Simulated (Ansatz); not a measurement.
Reaction (formal exchange of groups at a C–Si bond): `O=C([SiH3])[SiH2]S` + `[GaH3]` → `O=[C]([SiH3])[GaH2]` + `[SiH3]S`

Gas-phase electronic energies from Ansatz, PBE0-D4/def2-TZVP geometries. CCSD(T)/CBS is the MP2 limit (def2-TZVPP, def2-QZVPP) plus CCSD(T) − MP2 in def2-TZVPP, frozen cores. For Ga outer-core shells are correlated without core-valence functions, which leaves a few kJ/mol of doubt a bond. Scalar relativity is left out up to krypton. Each species was taken in one conformer, which may not be the lowest.

`O=C([SiH3])[SiH2]S`:

```xyz
11

O    -0.152    0.616   -1.635
C     0.098    0.152   -0.542
Si    1.903   -0.461   -0.183
Si   -1.303    0.057    0.803
S    -3.003    0.923   -0.110
H     1.934   -1.182    1.116
H     2.774    0.739   -0.116
H     2.324   -1.355   -1.289
H    -1.480   -1.372    1.177
H    -0.833    0.785    2.012
H    -2.263    1.100   -1.232
```

`[GaH3]`:

Z-matrix (Å, degrees):
```
Ga
H 1 1.568
H 1 1.568 2 120.0
H 1 1.568 2 120.0 3 -179.9
```

`O=[C]([SiH3])[GaH2]`:

Z-matrix (Å, degrees):
```
Si
C 1 1.921
H 1 1.485 2 113.4
H 1 1.487 2 106.1 3 122.3
H 1 1.487 2 106.1 3 -122.3
Ga 2 2.013 1 136.1 3 179.9
O 2 1.221 1 124.1 3 -0.1
H 6 1.565 2 116.9 1 98.1
H 6 1.565 2 116.9 1 -98.1
```

`[SiH3]S`:

```xyz
6

Si   -0.525   -0.004   -0.051
S     1.485   -0.657   -0.367
H    -0.906   -0.078    1.382
H    -1.357   -0.940   -0.844
H    -0.730    1.386   -0.529
H     2.034    0.294    0.409
```

```json
{"species": "`O=C([SiH3])[SiH2]S`", "SCS-MP2/def2-TZVPP energy (Eh)": "-1092.51412"}
{"species": "`[GaH3]`", "SCS-MP2/def2-TZVPP energy (Eh)": "-1925.20217"}
{"species": "`O=[C]([SiH3])[GaH2]`", "SCS-MP2/def2-TZVPP energy (Eh)": "-2328.55363"}
{"species": "`[SiH3]S`", "SCS-MP2/def2-TZVPP energy (Eh)": "-689.16185"}
```

(1) Work out ΔE.

Largest T1 diagnostic among the species: 0.018.

Answers

(1) ΔE = (-2328.55363) + (-689.16185) − (-1092.51412) − (-1925.20217) = 0.00081 Eh = +2.1 kJ/mol. CCSD(T)/CBS gives +2.4 kJ/mol.

From PBE to PBE0 (25 % exact exchange), in def2-TZVPP and without D4, ΔE moves by +3.5 kJ/mol. Leaving LDA and LC-ωPBE aside and taking each functional with its dispersion term where it has one, the values, not all of them listed here, spread over 11.7 kJ/mol, from B2PLYP to B97M-V. LDA lies +9.0 kJ/mol from PBE without D4.
